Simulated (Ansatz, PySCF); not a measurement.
C₂H₆ClFSn, SMILES [Cl][Sn]([F])([CH3])[CH3]. Atoms are numbered in the order given.

```xyz
11

C      1.9441    -1.1343    -0.0503
Sn     0.0324    -0.1592    -0.1786
C     -1.8173    -1.1668    -0.6084
F      0.2297     1.1810    -1.5862
Cl    -0.2725     1.1116     1.8009
H      2.3767    -0.9145     0.9346
H      1.8315    -2.2192    -0.1828
H      2.5824    -0.7202    -0.8429
H     -2.2242    -0.7335    -1.5324
H     -2.5083    -0.9898     0.2263
H     -1.6463    -2.2443    -0.7391
```

Coordinates come from a B3LYP-D3(BJ)/def2-SVP optimisation. The structure was generated by enumeration; whether it is a known compound was not checked. The def2 effective core potentials stand for the cores of Sn; spin–orbit coupling is left out.

Two levels are set side by side: PBE-D3(BJ)/def2-SVP (Ansatz, an electronic-structure program) and B3LYP-D3(BJ)/def2-SVP (Ansatz). Each level has its own optimised geometry; the coordinates shown are those of the second. Frequencies come from the Hessian of PySCF at each geometry. Differences are taken from unrounded values.

```csv
quantity,B3LYP-D3(BJ),PBE-D3(BJ),PBE-D3(BJ) minus B3LYP-D3(BJ)
mean bond length (Å),1.522,1.529,0.007
bond C1–Sn2 (Å),2.150,2.154,0.004
bond Sn2–C3 (Å),2.150,2.154,0.004
bond Sn2–F4 (Å),1.954,1.966,0.013
bond Sn2–Cl5 (Å),2.372,2.378,0.006
bond C1–H6 (Å),1.098,1.105,0.007
bond C1–H7 (Å),1.099,1.106,0.007
bond C1–H8 (Å),1.099,1.106,0.007
bond C3–H9 (Å),1.099,1.106,0.007
bond C3–H10 (Å),1.098,1.105,0.007
bond C3–H11 (Å),1.099,1.106,0.007
highest harmonic wavenumber (cm⁻¹),3177,3127,-49
mean harmonic wavenumber (cm⁻¹),1213,1183,-30
zero-point energy (kcal/mol),46.83,45.67,-1.15
```

GGA bonds tend to be longer and softer than those of functionals with exact exchange. Differences between two approximate levels are no errors against the true value.
